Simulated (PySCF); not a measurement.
The same groups moved round the core (norbornane mercapto+boryl). Isolated molecules, 0 K electronic values unless said otherwise. One relaxed conformer stands for each flexible species; it need not be the lowest. Strings in code marks are SMILES.

Quantity: electronic energy of isomers of C7H13BS relative to `B[C@]12CC[C@](S)(CC1)C2`, in kJ/mol.

Case: `B[C@@H]1C[C@@H]2C[C@H]1[C@H](S)C2`. Geometry of `B[C@@H]1C[C@@H]2C[C@H]1[C@H](S)C2` (neutral, multiplicity 1, Å):

```xyz
22

B     -2.1117     1.4605    -0.8723
C     -0.9057     0.5171    -0.6540
C     -1.1610    -0.9580    -0.2351
C     -0.1330    -1.1754     0.8825
C     -0.1271     0.1983     1.5681
C      0.2274     0.9688     0.2900
C      1.5486     0.2728    -0.0853
S      2.0234     0.6209    -1.8109
C      1.2689    -1.2153     0.2549
H     -3.1751     1.0146    -1.2459
H     -1.9869     2.6617    -0.7685
H     -0.5367     0.5533    -1.7126
H     -1.0234    -1.6685    -1.0641
H     -2.1860    -1.0953     0.1443
H     -0.3548    -2.0379     1.5274
H      0.6336     0.2917     2.3594
H     -1.1073     0.4834     1.9823
H      0.3233     2.0594     0.3829
H      2.3469     0.6721     0.5578
H      3.1151    -0.1731    -1.8271
H      1.3031    -1.8549    -0.6396
H      2.0184    -1.5962     0.9658
```

Q: What electronic energy of isomers of C7H13BS relative to `B[C@]12CC[C@](S)(CC1)C2` does HF/6-31G* // PBE0-D3(BJ)/def2-SVP (PySCF) give?

A: 14.73 kJ/mol.
